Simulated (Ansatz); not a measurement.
C₈H₂₁N₃Si⁺, that is Si(vinyl)(NHEt)3 with one electron fewer, relaxed as a doublet with UKS r2SCAN-D4/def2-SVP in Ansatz, starting from the r2SCAN-D4/def2-SVP geometry of the neutral singlet. Force threshold 0.03 eV/Å.

Start:

Cartesian coordinates in Å:
```
Si 0.092 -0.010 0.355
C -0.621 1.332 1.454
C -1.042 1.137 2.716
H -0.715 2.349 1.043
H -0.993 0.145 3.182
H -1.458 1.944 3.333
N 0.599 -1.273 1.427
C 0.875 -2.635 1.002
C 2.316 -2.878 0.556
H 1.044 -1.017 2.305
H 0.612 -3.342 1.812
H 0.190 -2.863 0.166
H 2.564 -2.232 -0.302
H 2.476 -3.927 0.258
H 3.026 -2.648 1.369
N 1.417 0.503 -0.650
C 1.362 1.540 -1.667
C 1.856 2.906 -1.195
H 2.351 0.357 -0.273
H 1.943 1.234 -2.560
H 0.314 1.620 -2.006
H 1.259 3.268 -0.343
H 1.800 3.654 -2.003
H 2.907 2.850 -0.864
N -1.110 -0.530 -0.771
C -2.535 -0.666 -0.533
C -3.372 0.342 -1.313
H -0.815 -0.744 -1.720
H -2.877 -1.693 -0.768
H -2.713 -0.532 0.548
H -3.098 1.371 -1.033
H -4.450 0.205 -1.124
H -3.205 0.234 -2.398
```

| step | energy (eV) | largest force component (eV/Å) | SCF passes |
| --- | --- | --- | --- |
| 1 | -20960.1929 | 1.435 | 52 |
| 2 | -20960.3518 | 0.594 | 35 |
| 3 | -20960.3914 | 0.688 | 35 |
| 4 | -20960.4421 | 0.543 | 32 |
| 5 | -20960.4966 | 0.245 | 33 |
| 6 | -20960.5117 | 0.273 | 33 |
| 7 | -20960.5505 | 0.193 | 34 |
| 8 | -20960.5626 | 0.296 | 33 |
| 9 | -20960.5779 | 0.172 | 28 |
| 10 | -20960.5998 | 0.110 | 35 |
| 11 | -20960.6117 | 0.305 | 33 |
| 12 | -20960.6189 | 0.424 | 32 |
| 13 | -20960.6299 | 0.280 | 28 |
| 14 | -20960.6427 | 0.136 | 28 |
| 15 | -20960.6464 | 0.323 | 27 |
| 16 | -20960.6536 | 0.194 | 27 |
| 17 | -20960.6610 | 0.119 | 28 |
| 18 (rejected) | -20960.6590 | 0.366 | 34 |
| 19 | -20960.6681 | 0.049 | 29 |
| 20 | -20960.6718 | 0.089 | 28 |
| 21 | -20960.6718 | 0.149 | 33 |
| 22 | -20960.6747 | 0.085 | 28 |
| 23 (rejected) | -20960.6729 | 0.186 | 27 |
| 24 | -20960.6758 | 0.109 | 27 |
| 25 | -20960.6773 | 0.039 | 26 |
| 26 | -20960.6779 | 0.020 | 29 |
| 27 | -20960.6785 | 0.015 | 27 |
| 28 | -20960.6789 | 0.021 | 28 |
| 29 | -20960.6792 | 0.021 | 28 |

Force components are those of the run's own axes.

End:

```xyz
33

Si   -0.111    0.268    0.638
C    -0.828    1.158    2.082
C    -1.211    0.575    3.232
H    -0.993    2.241    1.977
H    -1.106   -0.501    3.414
H    -1.657    1.152    4.050
N     0.579   -1.241    1.187
C     1.062   -2.326    0.351
C     2.537   -2.635    0.579
H     0.769   -1.381    2.182
H     0.456   -3.232    0.555
H     0.860   -2.067   -0.703
H     3.164   -1.758    0.358
H     2.854   -3.464   -0.071
H     2.724   -2.938    1.621
N     1.142    1.226   -0.114
C     1.833    1.000   -1.373
C     1.918    2.270   -2.214
H     1.571    1.965    0.447
H     2.856    0.621   -1.173
H     1.314    0.198   -1.926
H     0.914    2.646   -2.463
H     2.459    2.063   -3.150
H     2.463    3.064   -1.679
N    -1.238   -0.056   -0.637
C    -2.646   -0.391   -0.462
C    -3.577    0.646   -1.080
H    -0.968    0.053   -1.615
H    -2.839   -1.384   -0.915
H    -2.844   -0.495    0.618
H    -3.438    1.630   -0.606
H    -4.625    0.339   -0.946
H    -3.396    0.753   -2.163
```

By distances, no bond broke or formed. The bond that changes most is Si1–C2, from 1.87 to 1.84 Å (atoms count from 1).

The force fell under the threshold at step 26, but the optimiser went on. No frequencies were taken in this run, so the end may be a saddle point.

Hardware: 4 threads of Intel Xeon on a shared host. Wall time 10 min.
